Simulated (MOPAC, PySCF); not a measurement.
BrCl$_{3}$Si, SMILES `Cl[Si](Cl)(Cl)Br`, neutral singlet in the gas phase. 

Cartesian coordinates (Å):
SMILES: [Si](Cl)(Br)(Cl)Cl
```xyz
5

Cl    -0.8509    -1.6176    -0.9164
Si    -0.0294     0.0007     0.0030
Cl    -0.5152    -0.0307     1.9784
Cl    -0.7650     1.6987    -0.8425
Br     2.1604    -0.0510    -0.2225
```
Charge 0, multiplicity 1.

All levels are single points at this geometry (B3LYP-D3(BJ)/def2-TZVP); Pople sets use spherical d functions. Orbital energies aren't observables, and empty levels follow the basis.

B3LYP/3-21G in PySCF gives dipole (D) = 0.89.

Q: Estimate the dipole (D) from each of these levels: B3LYP-D3(BJ)/def2-TZVP in PySCF; B3LYP/6-311+G** (LANL2DZ on Br) in PySCF; SVWN5/6-31G* in PySCF; HF/3-21G in PySCF; AM1 in MOPAC.

A: 
| level | dipole (D) |
|---|---|
| B3LYP-D3(BJ)/def2-TZVP in PySCF | 0.09 |
| B3LYP/6-311+G** (LANL2DZ on Br) in PySCF | 0.02 |
| SVWN5/6-31G* in PySCF | 0.20 |
| HF/3-21G in PySCF | 0.87 |
| AM1 in MOPAC | 0.23 |
